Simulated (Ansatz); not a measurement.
`BC[SiH](O)F` + H₂ → `C[SiH](O)F` + BH₃ at 298.15 K and 1 bar (hydrogenolysis of a C–B bond).

Program: Ansatz. Geometries: PBE0-D4/def2-TZVP. ΔE: electronic, gas phase. CCSD(T)/CBS is the MP2 limit (def2-TZVPP, def2-QZVPP) plus CCSD(T) − MP2 in def2-TZVPP, frozen cores. This one scheme is used for every species. One conformer a species, not always the lowest.

```
      species  CCSD(T)/CBS energy (Eh)  H − E (kJ/mol)  S (J/(mol·K))
`BC[SiH](O)F`               -530.62157           216.3          350.1
           H₂                 -1.17544            35.1          130.4
 `C[SiH](O)F`               -505.24344           182.7          314.7
          BH₃                -26.55200            78.7          188.3
```

H − E and S are ideal-gas, rigid-rotor, harmonic terms from PBE0-D4/def2-TZVP, for one conformer and one mirror image of each species. The MP2-based limit puts H₂ 0.8 mEh under its directly extrapolated value; such offsets cancel only in part. 1 Eh = 2625.50 kJ/mol, R = 8.31446 J/(mol·K).

Problem. By hand: ΔE, ΔH, ΔS and ΔG.

Solution. ΔE = (-505.24344) + (-26.55200) − (-530.62157) − (-1.17544) = 0.00157 Eh = 4.1 kJ/mol. Δ(H − E) = 182.7 + 78.7 − 216.3 − 35.1 = 10.0, so ΔH = 14.1 kJ/mol. ΔS = 314.7 + 188.3 − 350.1 − 130.4 = 22.5 J/(mol·K). ΔG = 14.1 − 298.15 × (22.5)/1000 = 7.4 kJ/mol.

Problem. By hand: the equilibrium constant, and the temperature at which ΔG would vanish if ΔH and ΔS stayed fixed.

Solution. log₁₀ K = −ΔG/(RT ln 10) = -1.3. ΔG = 0 at ΔH/ΔS = 627 K.

TΔS isn't small against ΔH here. A doubt of 5 kJ/mol in ΔE shifts log₁₀ K by 0.9 here. Other conformers and mirror images would add mixing entropy, several J/(mol·K) or more a flexible species. Modes under 60 cm⁻¹, often nearly free rotors, make the harmonic entropy too high. These are equilibria of isolated gas molecules and say nothing of rates. Largest T1 diagnostic: 0.012 (customary marks: 0.02 for closed shells, 0.045 for open ones).
